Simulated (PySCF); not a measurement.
# Bond curve of LiBe⁺

Set-up: PySCF, no relativity, basis sets Li aug-pcseg-1, Be aug-pcseg-1. Energies in eV from Li⁺ + Be in their ground configurations at the same level. State: ¹Σ⁺ (singlet), closed shell.

```json
{"R (Å)": "2.236", "B3LYP": "-0.5288", "PBE0": "-0.5159", "RHF-MP2": "-0.3467"}
{"R (Å)": "2.340", "B3LYP": "-0.6100", "PBE0": "-0.6001", "RHF-MP2": "-0.4432"}
{"R (Å)": "2.444", "B3LYP": "-0.6546", "PBE0": "-0.6469", "RHF-MP2": "-0.5013"}
{"R (Å)": "2.522", "B3LYP": "-0.6701", "PBE0": "-0.6635", "RHF-MP2": "-0.5258"}
{"R (Å)": "2.600", "B3LYP": "-0.6738", "PBE0": "-0.6681", "RHF-MP2": "-0.5380"}
{"R (Å)": "2.678", "B3LYP": "-0.6685", "PBE0": "-0.6634", "RHF-MP2": "-0.5404"}
{"R (Å)": "2.782", "B3LYP": "-0.6508", "PBE0": "-0.6462", "RHF-MP2": "-0.5325"}
{"R (Å)": "2.912", "B3LYP": "-0.6172", "PBE0": "-0.6130", "RHF-MP2": "-0.5102"}
{"R (Å)": "3.068", "B3LYP": "-0.5673", "PBE0": "-0.5630", "RHF-MP2": "-0.4726"}
{"R (Å)": "3.276", "B3LYP": "-0.4945", "PBE0": "-0.4895", "RHF-MP2": "-0.4141"}
```

Problem. Put a parabola through the three lowest points of the B3LYP curve and estimate Re, k and ωe (reduced mass 3.945 u; 1 eV/Å² = 0.16022 mdyn/Å; ωe = 1302.8·√(k/μ) cm⁻¹).

Solution. Through R = 2.522, 2.6, 2.678 Å the second-order coefficient is 0.740 eV/Å², so Re ≈ 2.593 Å, k ≈ 0.237 mdyn/Å and ωe ≈ 319 cm⁻¹. A polynomial fit of higher order to the unrounded B3LYP energies gives Re = 2.590 Å, k = 0.247 mdyn/Å, ωe = 326 cm⁻¹; anharmonicity and rounding make the difference.

The higher-order fit for each curve: B3LYP: Re = 2.590 Å, ωe = 326 cm⁻¹, De = 0.67 eV; PBE0: Re = 2.596 Å, ωe = 327 cm⁻¹, De = 0.67 eV; RHF-MP2: Re = 2.662 Å, ωe = 297 cm⁻¹, De = 0.54 eV.

Correlated steps freeze no core orbitals. Closed-shell solutions of metal pairs were not tested for spin polarisation, which can lower them a little. Correlated levels converge slowly with the basis: in double zeta they bind strong bonds too weakly, by up to about 1 eV, and carry superposition errors of some tenths. For an ion De counts to the pair picked by the measured ionisation energies or electron affinities, which need not be the lowest pair at this level.
